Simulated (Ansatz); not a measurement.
Consider the silylene formation by 1,1-elimination: `N=C([SiH3])[SeH]` → `N=C[SeH]` + `[SiH2]`.

Isolated molecules relaxed with PBE0-D4/def2-TZVP in Ansatz; ΔE leaves out vibrations. CCSD(T)/CBS is the MP2 limit (def2-TZVPP, def2-QZVPP) plus CCSD(T) − MP2 in def2-TZVPP, frozen cores. This one scheme is used for every species. Functionals use def2-TZVPP. B3LYP here is the variant with VWN-RPA as its local correlation; programs differ in this. For Se outer-core shells are correlated without core-valence functions, which leaves a few kJ/mol of doubt a bond. Scalar relativity is left out up to krypton. Each species was taken in one conformer, which may not be the lowest.

| level | ΔE (eV) | difference from CCSD(T)/CBS |
| --- | --- | --- |
| PBE-D4 | 2.46 | 0.04 |
| r2SCAN-D4 | 2.61 | 0.19 |
| PBE0-D4 | 2.51 | 0.09 |
| B3LYP-D4 | 2.37 | -0.05 |
| ωB97X-V | 2.48 | 0.06 |
| ωB97M-V | 2.34 | -0.08 |
| B2PLYP | 2.34 | -0.08 |
| PBE | 2.36 | -0.06 |
| r2SCAN | 2.59 | 0.17 |
| PBE0 | 2.42 | 0.00 |
| B3LYP | 2.20 | -0.22 |
| HF/def2-TZVPP | 2.11 | -0.31 |
| MP2/def2-TZVPP | 2.55 | 0.13 |
| SCS-MP2/def2-TZVPP | 2.42 | 0.00 |
| CCSD/def2-TZVPP | 2.27 | -0.15 |
| CCSD(T)/def2-TZVPP | 2.34 | -0.08 |
| HF/def2-QZVPP | 2.12 | -0.30 |
| MP2/def2-QZVPP | 2.61 | 0.19 |
| SCS-MP2/def2-QZVPP | 2.47 | 0.05 |
| HF/CBS(def2) | 2.13 | -0.29 |
| MP2/CBS(def2) | 2.64 | 0.22 |
| CCSD/CBS(def2) | 2.35 | -0.07 |
| CCSD(T)/CBS | 2.42 | 0 |

Largest T1 diagnostic among the species: 0.014.

In def2-TZVPP, CCSD(T) changes the Hartree–Fock value by +0.22 eV (the triples alone add +0.07 eV) and MP2 by +0.44 eV. The D4 term adds +0.16 eV with B3LYP and +0.09 eV with PBE0; it sums over pairs of atoms, weighted by their polarisabilities, and B3LYP, whose exchange is more repulsive, gets the larger term. From PBE to PBE0 (25 % exact exchange), in def2-TZVPP and without D4, ΔE moves by +0.06 eV.
